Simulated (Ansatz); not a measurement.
Several settings on one geometry of the cluster Li3Si (that of the charge 0 doublet, PBE-D4/def2-TZVP). Ansatz on 4 threads of Intel Xeon on a shared host; times are rough.

```xyz
4

Li    0.091   -1.299    2.009
Li   -0.355    1.860   -1.465
Li    0.528   -1.128   -1.094
Si   -0.264    0.567    0.550
```

Totals from different functionals, basis sets or treatments of relativity can't be compared as stabilities.

The 6-31G sets use Cartesian d functions. Correlated methods freeze 5 core orbitals; core or outer-core shells of Li are correlated, in sets that lack core-valence functions.

Scalar relativity in a set contracted without it gives distorted totals.

The spins typed aren't always the lowest for that charge.

Question: Give the basis size and estimate the energy, ⟨S²⟩ and time of these runs.

| run | method | charge | state | further keys |
| --- | --- | --- | --- | --- |
| 1 | UKS B97M-V/6-31++G** | 0 | doublet | point_charges: [{charge: 0.50, position_ang: [4.178, -0.085, 0.864]}]; scf: {omitted_lower_state_checks: [starts]}; forces asked |
| 2 | RKS ωB97X-V/6-31G* | -1 | singlet | final_grid: {core_spheres: 20, valence_spheres: 16, degree: 47}; scf: {lower_state_search: off} |
| 3 | UKS B2GP-PLYP/def2-mTZVPP | 0 | quartet | pseudopotentials: {relativity: scalar}; scf: {omitted_lower_state_checks: [starts]} |

Answer: 
```json
{"run": "1", "functions": "80", "energy (Eh)": "-311.9980", "⟨S²⟩": "0.76", "wall time": "18 s"}
{"run": "2", "functions": "64", "energy (Eh)": "-311.8993", "⟨S²⟩": "–", "wall time": "5.5 s"}
{"run": "3", "functions": "60", "energy (Eh)": "-312.3026", "⟨S²⟩": "3.76", "wall time": "6.5 s"}
```

The highest occupied level of an anion often lies above zero with these methods, and sets without diffuse functions describe the outer electron poorly. The restricted singlet is unstable towards broken spin symmetry in Hartree–Fock (as tested in another run); at RKS ωB97X-V/6-31G* this wasn't settled.
